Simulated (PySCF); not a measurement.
CH6GaNO2, SMILES [OH][Ga]([NH2])[O]C.

Geometry: PBE0-D3(BJ)/def2-SVP. The structure was generated by enumeration; whether it is a known compound was not checked. Other conformers were not sampled.

Level of theory: PBE0/def2-TZVP run with PySCF.

The molecule is in vacuum.

| Item | Result |
|---|---|
| total energy | -2171.41303 hartree |
| highest occupied level | -7.47 eV |
| lowest empty level | -0.45 eV |
| orbital gap | 7.02 eV |
| dipole moment | 3.43 D |
| quadrupole, principal values (traceless, Buckingham form, about the centre of nuclear charge) | -6.02, -1.95, 7.97 D·Å |
| mean static polarisability | 51.5 bohr³ (7.64 Å³) |
| polarisability, principal values | 41.3, 53.4, 59.9 bohr³ |
